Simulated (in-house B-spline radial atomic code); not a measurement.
LC-wPBE excitations of In3+

Method: LC-wPBE. Computed with an all-electron radial atomic-structure program (B-spline basis): linear response of the closed shell [Kr] 4d10 with the functional's adiabatic kernel; scalar-relativistic (spin-free one-electron X2C), finite nucleus, no spin-orbit coupling, no double excitations, S, P, D and F terms only; shells from n = 2 respond. Only terms of natural parity with L up to 3 were computed.

Command:
```bash
python run_td.py task.json out
```
Settings (radii: box in bohr, nucleus in fm):
```
Z                        49
electrons                46
configuration            [Kr] 4d10
hamiltonian              x2c
method                   lc_wpbe
box_radius               23.08
rms_radius               4.6156
intervals                72
```

Time taken, with all properties: 5.9 s on 1 thread of Arm Neoverse N1 (shared host).

The lowest states, in the order of their Tamm-Dancoff energies; the method's threshold (minus the highest occupied level) is 53.03 eV. Labels give the largest channel, * marks a mixed state, and oscillator strengths are full-response dipole values. Semilocal kernels can invert the small singlet-triplet splittings of Rydberg terms. Energies in eV:

```tsv
state	full response	Tamm-Dancoff	oscillator strength
4d → 5s 3D	14.915	14.938	-
4d → 5s 1D	15.647	15.661	-
4d → 5p 3P	23.096	23.124	-
4d → 5p 3F	23.276	23.294	-
4d → 5p 1F	23.637	23.639	-
4d → 5p 1P	24.466	24.537	0.798
4d → 5d 3S	?	?	-
4d → 5d 3D	33.98	33.99	-
4d → 5d 1D	34.24	34.25	-
4d → 6s 3D	34.56	34.56	-
4d → 6s 1D	34.72	34.72	-
4d → 5d 1S	36.01	36.25	-
4d → 6p 3P	37.38	37.39	-
4d → 6p 3F	37.46	37.47	-
4d → 6p 1F	?	?	-
4d → 6p 1P	37.72	37.73	0.04
4d → 4f 3P	38.75	38.76	-
4d → 4f 3F	38.96	38.97	-
4d → 4f 1F	39.16	39.16	-
4d → 4f 1P	39.73	39.79	0.898
4d → 6d 3S	41.60	41.61	-
4d → 6d 3D	41.78	41.78	-
```

Question: Where does 4d → 6p 1F lie?

Answer: At 37.57 eV in full response, 37.57 eV in Tamm-Dancoff.

Question: Where does 4d → 5d 3S lie?

Answer: At 33.61 eV in full response, 33.62 eV in Tamm-Dancoff.

Question: How large is the singlet-triplet splitting of 4d → 5s (D terms) in Tamm-Dancoff?

Answer: 0.723 eV, from the unrounded values.

Question: What polarisabilities and dispersion coefficient does the method give?

Answer: Dipole 3.459 bohr³, quadrupole 9.576 bohr⁵, C6 15.3 hartree·bohr⁶ for two such species.
